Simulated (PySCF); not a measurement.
Geometry:
```tsv
atom	x (Å)	y (Å)	z (Å)
C1	-3.111	0.909	0.250
C2	-2.354	-0.335	0.708
C3	-0.877	-0.215	0.472
C4	-0.287	-0.528	-0.763
C5	1.073	-0.341	-0.889
C6	1.772	0.153	0.224
C7	3.249	0.392	0.195
N8	1.145	0.429	1.367
N9	-0.151	0.248	1.488
H10	-2.746	1.799	0.784
H11	-4.190	0.811	0.447
H12	-2.980	1.088	-0.829
H13	-2.741	-1.227	0.189
H14	-2.503	-0.486	1.787
H15	-0.893	-0.910	-1.588
H16	1.599	-0.569	-1.820
H17	3.800	-0.540	-0.007
H18	3.568	0.789	1.167
H19	3.521	1.113	-0.592
```

No solvent, relativity neglected, rapidly exchanging positions averaged, one conformer. Shieldings: GIAO PBE0/pcSseg-1; coordinates at the PBE0-D3(BJ)/def2-SVP level; PySCF 2.14.0 with density-fitted response routines.

Referencing at the same level of theory: TMS for 13C (σ = 184.41 ppm).

Do the 13C shifts follow the atomic charges (in e)? Tabulate both.

Answers


```tsv
atoms	hybridisation	δ (ppm)	σ para (ppm)	Hirshfeld	IAO	Mulliken	ESP-fitted
C3	sp2	167.6	-240	+0.06	+0.12	+0.01	+0.42
C6	sp2	160.9	-233	+0.06	+0.12	-0.01	+0.74
C5	sp2	129.2	-201	-0.04	-0.15	-0.06	-0.41
C4	sp2	128.0	-200	-0.04	-0.15	-0.06	-0.22
C2	sp3	33.7	-97	-0.07	-0.26	-0.16	-0.03
C7	sp3	24.2	-87	-0.12	-0.43	-0.18	-0.60
C1	sp3	19.1	-80	-0.11	-0.40	-0.28	-0.14
```

Correlation coefficients of δ with charge over these carbons: Hirshfeld +0.92, IAO +0.93, Mulliken +0.95, ESP-fitted +0.61; with the paramagnetic shielding -1.00. Among the 4 sp2 carbons alone: Hirshfeld +0.99, IAO +0.99, Mulliken +0.98, ESP-fitted +0.92. With so few points, grouped by hybridisation, these coefficients are fragile. Charge is one influence among several: hybridisation and low-lying excitations act through the paramagnetic term.

Shifts are as computed. Against solution values, carbons near 30 ppm lie about +2 ppm off and those near 130 ppm about +5 ppm. Of 1211 compounds with measured shifts, 218 miss one by over three times the rms of a fit or turn the order of signals round; such compounds aren't used in these exercises.
